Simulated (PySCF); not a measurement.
## Spin–spin coupling constants

Geometry (Å), atoms numbered from 1 in this order:
```xyz
10

O     2.163   -0.682    1.089
C     1.449    0.130    0.497
O     1.684    1.191   -0.100
C    -0.088   -0.213    0.521
F    -0.331   -1.520    0.788
F    -0.721    0.506    1.494
C    -0.837    0.093   -0.783
F    -2.083   -0.424   -0.749
F    -0.223   -0.463   -1.828
F    -0.975    1.391   -1.010
```

Total charge -1.

Method: B3LYP/pcJ-1//PBE0-D3(BJ)/def2-SVP, PySCF 2.14.0 with density-fitted response routines; isolated molecule, single conformer, non-relativistic. Couplings are averaged over pairs made equivalent by symmetry, fast rotation or ring inversion, so a value needn't be that of the named pair in this geometry, while other rotamers aren't included; one pair stands for each set, and the list holds those of at least 1.5 Hz over up to four bonds, among pairs with at least one F atom (others weren't computed). One-bond C–F couplings come out tens of Hz too large with common functionals.

Isotopes: ¹³C, ¹⁹F, ¹⁷O. Couplings to quadrupolar nuclei such as 17O and 33S are rarely resolved in practice.

```json
{"pair": "C4, F5", "bonds": "1", "J (Hz)": "-325.9"}
{"pair": "C7, F8", "bonds": "1", "J (Hz)": "-351.3"}
{"pair": "C2, F5", "bonds": "2", "J (Hz)": "21.4"}
{"pair": "C4, F8", "bonds": "2", "J (Hz)": "?"}
{"pair": "F5, F6", "bonds": "2", "J (Hz)": "261.4"}
{"pair": "F5, C7", "bonds": "2", "J (Hz)": "39.4"}
{"pair": "F8, F9", "bonds": "2", "J (Hz)": "?"}
{"pair": "O1, F5", "bonds": "3", "J (Hz)": "4.5"}
{"pair": "F5, F8", "bonds": "3", "J (Hz)": "?"}
{"pair": "O3, F8", "bonds": "4", "J (Hz)": "-2.5"}
```

**Question.** Estimate the withheld couplings, with signs.

**Answer.** 
- ²J(C4,F8) = 34.4 Hz (mean over equivalent pairs that range from 20.3 to 55.9 Hz in this conformer)
- ²J(F8,F9) = 60.8 Hz (mean over equivalent pairs that range from 46.9 to 70.4 Hz in this conformer)
- ³J(F5,F8) = -6.9 Hz (mean over equivalent pairs that range from -21.4 to 15.8 Hz in this conformer)
